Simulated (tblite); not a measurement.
Here is a computed GFN2-xTB geometry (Å):
```
atom  x, y, z in Å
C1    -2.2735   -0.8166    1.1870
Si2   -0.8689    0.4267    0.8776
C3    -0.7950    0.9260   -0.9765
C4    -0.0072   -0.1150   -1.7789
C5     1.1750   -0.6623   -1.0598
Si6    1.2447   -0.5382    0.7815
P7     2.8810    0.8298    1.5743
H8    -2.3156   -1.1009    2.2334
H9    -3.2415   -0.4022    0.9218
H10   -2.1311   -1.7235    0.6068
H11   -1.1239    1.6368    1.6772
H12   -0.2786    1.8845   -1.0495
H13   -1.7762    1.0674   -1.4284
H14    0.3008    0.3051   -2.7443
H15   -0.6776   -0.9524   -2.0229
H16    1.8706   -1.2271   -1.6649
H17    1.6159   -1.8213    1.4088
H18    3.8353    0.3858    0.6790
H19    2.5559    1.9066    0.7701
```

Doublet state.

**Question.** Read off the bonds between heavy atoms and their formal orders.

**Answer.** C1–Si2 1.90 Å (single); Si2–C3 1.92 Å (single); C3–C4 1.53 Å (single); C4–C5 1.49 Å (single); C5–Si6 1.85 Å (single); Si6–P7 2.28 Å (single); Si2–Si6 2.33 Å (single). Bonds to hydrogen (Å): C1–H8 1.09; C1–H9 1.09; C1–H10 1.09; Si2–H11 1.47; C3–H12 1.09; C3–H13 1.09; C4–H14 1.10; C4–H15 1.10; C5–H16 1.08; Si6–H17 1.48; P7–H18 1.38; P7–H19 1.38.

**Question.** Which species is it?

**Answer.** `C[Si@@H]1CC[CH][Si@H]1P`, C4H12PSi2.

**Question.** Name the point group.

**Answer.** C1 (no symmetry element, even within 0.4 Å).

**Question.** Which rings does it hold (smallest set)?

**Answer.** Si2–C3–C4–C5–Si6 (5 members, 0.18 Å rms from planarity).

**Question.** Describe the place of each heavy atom.

**Answer.** C1: carbon bonded to Si and 3 H; Si2: silicon bonded to 2 C, Si and H; C3: carbon bonded to C, Si and 2 H; C4: carbon bonded to 2 C and 2 H; C5: carbon bonded to C, Si and H; Si6: silicon bonded to C, P, Si and H; P7: phosphorus bonded to Si and 2 H.

**Question.** What is the arrangement about Si2?

**Answer.** It has 4 neighbours (C1, C3, Si6, H11) and has angles from 91.9° to 121.4°.

**Question.** What is the arrangement about C5?

**Answer.** It has 3 neighbours (C4, Si6, H16) and is planar (angles 124.7°, 119.1° and 115.6°, sum 359.5°, 0.06 Å off the plane of its three neighbours).
